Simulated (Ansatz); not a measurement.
Species: AlBrCl2, SMILES `[Cl][Al]([Cl])[Br]` (charge 0, multiplicity 1).

Give a relaxed geometry from B3LYP-D3(BJ)/def2-TZVP (Ansatz, an electronic-structure program).

the end point of this relaxation (outside a Z-matrix the atoms follow the SMILES, hydrogens last).
Z-matrix (Å, degrees):
```
Al
Cl 1 2.0782
Cl 1 2.0782 2 119.68
Br 1 2.2343 2 120.16 3 -180.00
```
